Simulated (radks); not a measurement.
Q: These are the eigenvalues of the occupied orbitals of an atom or ion with whole-number occupations (eV). Calculated with a radial shooting solver on a logarithmic mesh with Libxc functionals: Dirac Kohn-Sham, PBE, spin-unpolarised, spherical densities, finite nucleus; Fermi nuclear charge, rms radius of each element as measured or else 0.836 A^(1/3) + 0.57 fm.

| orbital | eigenvalue |
|---|---|
| 1s1/2 | -14194.37 |
| 2s1/2 | -1904.178 |
| 2p1/2 | -1724.770 |
| 2p3/2 | -1670.928 |
| 3s1/2 | -304.0836 |
| 3p1/2 | -240.7015 |
| 3p3/2 | -232.7716 |
| 3d3/2 | -122.2966 |
| 3d5/2 | -120.9877 |
| 4s1/2 | -58.9831 |
| 4p1/2 | -43.8266 |
| 4p3/2 | -42.9357 |

Which element is it, and in what charge state? The configuration may be excited. Open shells, if any, fill j = l - 1/2 first.

A: Z = 36, krypton, charge +3: Kr3+ in [Ar] 3d10 4s2 4p3. The list shows which subshells hold electrons but not how many an open one holds; the 1s level, -521.63 hartree, gives Z - s = 32.3 by -(Z - s)^2/2, which with screening and relativity narrows Z to a few neighbours, and the depths of the outer levels then fix element, charge and occupations together.
